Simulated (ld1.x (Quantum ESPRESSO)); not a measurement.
## Scattering properties, RRKJ potential for copper (Cu)

| Item | Value |
| --- | --- |
| Element | copper (Cu) |
| Generator | ld1.x (Quantum ESPRESSO) 7.5 |
| Type | norm-conserving RRKJ (Kleinman–Bylander form) |
| Functional | LDA (PZ) |
| Relativity | fully relativistic |
| Frozen core | [Ne] |
| Valence charge | 19 |
| Reference configuration | 3s2 3p6 3d10 4s0.75 4p0.25 |
| Partial waves | 3s (bound): rc 0.70 bohr; 3p (bound): rc 0.70 bohr; 3d (bound): rc 1.60 bohr |
| Local potential | the d channel |
| Core correction | a·sin(br)/r model core inside 0.40 bohr |
| rho0 | 0.02 |

Open shells are filled in proportion to 2j + 1 (rel_dist='average').

Occupied shells without a wave of their own: 4p, 4s. They enter only through the test configuration that unscreens the potential, and ld1.x also counts them in the model core charge.

The phase is arctan(r·u′/u) with u = r·R(r), unwrapped; energies in Ry, scanned from -10 to 5 Ry. A pole is an energy at which the radial function vanishes at the test radius. The pseudo phase is shifted by a multiple of π to meet the all-electron one at the reference energy, and phase errors are pseudo minus all-electron; the curves can meet again beyond the range given. Levels narrower than the energy grid can be missing from the lists of poles.

Question: For each channel, where are the poles, and over which energies does the pseudopotential scatter like the atom?

Answer:

```tsv
channel	radius (bohr)	reference energy (Ry)	poles, all-electron	poles, pseudo	unbroken range about the reference energy with phases within 0.05 rad	phase error 1 Ry above the reference energy (rad)
s	1.76	-8.43	-8.34	-8.34, 4.74	below -1.6	+0.004
p1/2	1.76	-5.46	-5.31	-5.30	below -0.7	+0.006
p3/2	1.76	-5.27	-5.10	-5.10	below -0.6	+0.007
d3/2	1.76	-0.45	0.09	0.14	-0.5 to 1.4	+0.028
d5/2	1.76	-0.43	0.12	0.14	below 1.5	+0.021
```

The potential misses its own reference levels by up to 0.6 eV. ld1.x takes every shell without a wave as core, so the model core holds the 4p, 4s electrons as well and exchange and correlation see them twice. This cancels in the reference configuration, but the file is broken for other ones, and its errors say nothing about a proper core correction.

Phases in the p3/2 channel:

| E (Ry) | all-electron | pseudo |
| --- | --- | --- |
| -10.00 | 1.377 | 1.379 |
| -9.76 | 1.374 | 1.376 |
| -9.52 | 1.371 | 1.373 |
| -9.28 | 1.367 | 1.369 |
| -9.04 | 1.364 | 1.366 |
| -8.80 | 1.360 | 1.362 |
| -8.56 | 1.355 | 1.358 |
| -8.32 | 1.351 | 1.353 |
| -8.08 | 1.345 | 1.348 |
| -7.84 | 1.340 | 1.343 |
| -7.60 | 1.333 | 1.337 |
| -7.36 | 1.326 | 1.329 |
| -7.12 | 1.317 | 1.321 |
| -6.88 | 1.306 | 1.310 |
| -6.64 | 1.292 | 1.297 |
| -6.40 | 1.273 | 1.278 |
| -6.16 | 1.244 | 1.250 |
| -5.92 | 1.191 | 1.199 |
| -5.68 | 1.054 | 1.066 |
| -5.44 | 0.082 | 0.105 |
| -5.20 | -1.466 | -1.465 |
| -4.96 | -1.649 | -1.646 |
| -4.72 | -1.713 | -1.708 |
| -4.48 | -1.747 | -1.741 |
| -4.24 | -1.770 | -1.764 |
| -4.00 | -1.788 | -1.781 |
| -3.76 | -1.804 | -1.795 |
| -3.52 | -1.818 | -1.808 |
| -3.28 | -1.831 | -1.820 |
| -3.04 | -1.844 | -1.832 |
| -2.80 | -1.857 | -1.843 |
| -2.56 | -1.871 | -1.855 |
| -2.32 | -1.886 | -1.868 |
| -2.08 | -1.901 | -1.881 |
| -1.84 | -1.918 | -1.895 |
| -1.60 | -1.936 | -1.910 |
| -1.36 | -1.957 | -1.926 |
| -1.12 | -1.980 | -1.944 |
| -0.88 | -2.005 | -1.964 |
| -0.64 | -2.035 | -1.986 |
| -0.40 | -2.069 | -2.012 |
| -0.16 | -2.109 | -2.040 |
| 0.08 | -2.157 | -2.074 |
| 0.32 | -2.215 | -2.112 |
| 0.56 | -2.285 | -2.158 |
| 0.80 | -2.373 | -2.212 |
| 1.04 | -2.483 | -2.279 |
| 1.28 | -2.621 | -2.360 |
| 1.52 | -2.793 | -2.461 |
| 1.76 | -3.000 | -2.587 |
| 2.00 | -3.231 | -2.743 |
| 2.24 | -3.464 | -2.932 |
| 2.48 | -3.677 | -3.147 |
| 2.72 | -3.857 | -3.373 |
| 2.96 | -4.003 | -3.588 |
| 3.20 | -4.118 | -3.777 |
| 3.44 | -4.210 | -3.933 |
| 3.68 | -4.284 | -4.059 |
| 3.92 | -4.344 | -4.161 |
| 4.16 | -4.394 | -4.242 |
| 4.40 | -4.436 | -4.309 |
| 4.64 | -4.471 | -4.364 |
| 4.88 | -4.502 | -4.410 |
